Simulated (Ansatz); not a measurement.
Ansatz (an electronic-structure program) input:

Ansatz 0.2 input:
```yaml
crystal:
  periodic: [false, false, false]
  atoms:
    - {symbol: Si, position_ang: [0.26721774, -0.02402182, 0.01480202]}
    - {symbol: C, position_ang: [1.83938742, 0.33105075, -0.79237430]}
    - {symbol: C, position_ang: [-0.83943613, -1.11214593, -1.11421973]}
    - {symbol: C, position_ang: [-0.69402505, 1.59921237, 0.36687012]}
    - {symbol: N, position_ang: [-0.11777707, -0.86452369, 1.59264362]}
    - {symbol: H, position_ang: [2.42444508, -0.53005394, -1.13260655]}
    - {symbol: H, position_ang: [2.50681231, 1.03622461, -0.28570348]}
    - {symbol: H, position_ang: [-1.05721488, -0.60408925, -2.04965341]}
    - {symbol: H, position_ang: [-1.78434413, -1.38463826, -0.64968001]}
    - {symbol: H, position_ang: [-0.31733520, -2.03355737, -1.36302295]}
    - {symbol: H, position_ang: [-1.64918898, 1.43070866, 0.85903034]}
    - {symbol: H, position_ang: [-0.88049774, 2.14627344, -0.55307133]}
    - {symbol: H, position_ang: [-0.10201019, 2.24605212, 1.01091981]}
    - {symbol: H, position_ang: [0.26982362, -0.38957474, 2.39919828]}
    - {symbol: H, position_ang: [0.21713024, -1.82048010, 1.62312204]}
basis:
  gaussian:
    orbitals: def2-TZVP
hamiltonian:
  xc: b3lyp
  dispersion: d3bj
total_charge: -1
relax: {f_tol: 0.002, max_steps: 150}
```

**Question.** Predict the final energy.

**Answer.** -464.74010 Eh (B3LYP-D3(BJ)/def2-TZVP). The basis has 221 functions.

It need not be the lowest isomer of its formula. Whether it binds its extra electron was not tested at this geometry.
